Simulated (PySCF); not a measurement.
**C₆ coefficients of unlike pairs at UHF**

Calculated with PySCF 2.14 from the dipole response of each species, C₆(A,B) = (3/π) ∫ α_A(iu) α_B(iu) du, in atomic units, from isotropic polarisabilities. For ions this is the dispersion term alone; charge-induced terms of lower order in 1/R come first.

```json
{"species": "Os+", "configuration": "[Xe] 4f14 5d6 6s1 (6D)", "basis": "x2c-TZVPPall with one added diffuse shell each of s, p, d, f type (12s8p8d4f1g)", "relativity": "spin-free X2C", "α (bohr³)": "33.70", "C₆ (like pair)": "278.4"}
{"species": "Xe(2+)", "configuration": "[Kr] 4d10 5s2 5p4 (3P)", "basis": "aug-cc-pwCVTZ-DK3 with one added diffuse shell each of s, p, d, f type (11s10p8d5f1g)", "relativity": "spin-free X2C", "α (bohr³)": "12.80", "C₆ (like pair)": "92.57"}
{"species": "B", "configuration": "[He] 2s2 2p1 (2P)", "basis": "aug-cc-pCVTZ-DK with one added diffuse shell each of s, p, d, f type (8s7p5d3f)", "relativity": "spin-free X2C", "α (bohr³)": "22.21", "C₆ (like pair)": "106.3"}
{"species": "Mg", "configuration": "[Ne] 3s2 (1S)", "basis": "def2-QZVPPD (9s5p5d2f)", "relativity": "none", "α (bohr³)": "81.52", "C₆ (like pair)": "765.4"}
```

Estimate C₆ for B with Os+.

The integral gives 169.9. The combination rule 2 C_A C_B / (C_A α_B/α_A + C_B α_A/α_B) gives 171.7 and the geometric mean 172.1.

No spin-orbit coupling is included.

The other pairs:

| pair | C₆ |
| --- | --- |
| Mg, Os+ | 421.4 |
| Mg, B | 270.4 |
| Mg, Xe(2+) | 201.6 |
| B, Xe(2+) | 90.07 |
| Xe(2+), Os+ | 153.5 |
